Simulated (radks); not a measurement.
The numbers below are computed, except where a source is named.
The boron ion B2+ inside a hard spherical wall (all orbitals vanish at R), configuration held at [He] 2s1 and not refilled when levels cross. Level of theory: non-relativistic Kohn-Sham, LDA (Slater exchange, VWN5 correlation), spin-polarised, spherical densities, point nucleus; open shells are filled with parallel spins first (a radial shooting solver on a logarithmic mesh with Libxc functionals). Eigenvalues in eV for spin up, with the zero of energy where the potential of the charges vanishes at infinity; a dash marks a level that is unbound or too diffuse for the functional's potential to be trusted. A positive occupied level is held by the wall or, in an anion where self-interaction has pushed it up, behind a barrier. The pressure on the wall is -dE/dV.

R (bohr),E (hartree),kinetic (hartree),e(1s),e(2s),"e(2p, empty)","e(3s, empty)",pressure (GPa)
free,-23.13597,23.009,-209.28,-32.360,-26.491,-10.423,0
20,-23.13597,23.009,-209.28,-32.360,-26.491,-10.423,< 0.0001
15,-23.13597,23.009,-209.28,-32.360,-26.491,-10.423,< 0.0001
12,-23.13597,23.009,-209.28,-32.360,-26.491,-10.422,< 0.0001
4,-23.12621,23.088,-208.88,-31.934,-25.992,2.887,3.26
3.5,-23.10613,23.207,-208.33,-31.184,-25.227,12.366,12.5
2.5,-22.88590,24.068,-205.18,-24.068,-19.154,62.553,197
